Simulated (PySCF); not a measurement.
# Excitation energy of O by level of theory

O [He] 2s2 2p4 (3P) → O [He] 2s1 2p5, s spin flipped, as a difference of total energies. Calculation: PySCF 2.14, in aug-cc-pVQZ (6s5p4d3f2g, 80 functions); no relativity, point nucleus. Correlated levels: valence: 1s2 frozen. The calculations carry no spin-orbit coupling.

```csv
method,excitation energy (eV)
UHF,21.365
LDA,16.086
PBE,16.530
PBE0,17.710
r2SCAN,18.089
PBEsol,16.450
HSE06,17.657
wB97M-V,17.715
BP86,16.494
MP2 (valence),19.323
SCS-MP2 (valence),19.046
```

How much does correlation contribute at MP2 (valence)?

19.323 − (21.365) = -2.042 eV, measured against UHF.

The upper determinant mixes two multiplicities, so it lies between the two terms.

The upper state lies above the first ionisation limit, but in LS coupling its spin forbids autoionisation to the ground ion.
